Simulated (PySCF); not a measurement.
## Electron correlation in Dy (dysprosium, neutral)

[Xe] 4f9 5d1 6s2, one real determinant (an excited configuration). Computed with PySCF 2.14 in x2c-TZVPPall with one added diffuse shell each of s, p, d, f type (12s8p8d5f2g, 129 functions), with the spin-free X2C one-electron Hamiltonian (Gaussian nucleus). Frozen: [Ar] 3d10; 38 electrons correlated.

MP2 pair energies summed by pair of shells (mhartree):

| pair | energy | share (%) |
| --- | --- | --- |
| 4d-4f | -284.42 | 21.1 |
| 4f-4f | -235.31 | 17.4 |
| 4f-5p | -164.84 | 12.2 |
| 4d-4d | -128.20 | 9.5 |
| 5p-5p | -109.59 | 8.1 |
| 4d-5p | -67.98 | 5.0 |
| 4p-4d | -41.92 | 3.1 |
| 4f-5s | -37.62 | 2.8 |
| 4p-4f | -33.88 | 2.5 |
| 5s-5p | -31.07 | 2.3 |
| 5p-6s | -30.98 | 2.3 |
| 5p-5d | -25.46 | 1.9 |
| 4d-5s | -24.88 | 1.8 |
| 6s-6s | -17.42 | 1.3 |
| 4s-4d | -16.58 | 1.2 |
| 4s-4f | -13.46 | 1.0 |
| 4f-5d | -13.42 | 1.0 |
| 4f-6s | -12.83 | 1.0 |
| 5d-6s | -10.79 | 0.8 |
| 4p-4p | -10.54 | 0.8 |
| 4p-5p | -8.66 | 0.6 |
| 5s-5s | -5.74 | 0.4 |
| 4p-5s | -4.70 | 0.3 |
| 4s-4p | -4.47 | 0.3 |
| 4d-5d | -4.09 | 0.3 |
| 4d-6s | -3.15 | 0.2 |
| 5s-5d | -3.10 | 0.2 |
| 5s-6s | -1.60 | 0.1 |
| 4s-4s | -1.38 | 0.1 |
| 4s-5p | -0.93 | 0.1 |

Total MP2 correlation energy: -1350.7 mhartree.

Same-spin part -526.58 and opposite-spin part -824.12 mhartree; SCS-MP2 scales them by 1/3 and 6/5 to -1164.5 mhartree.

The reference is one real determinant that mixes LS terms of this configuration.

This basis was not built for core-valence correlation, so the inner-shell part is incomplete.
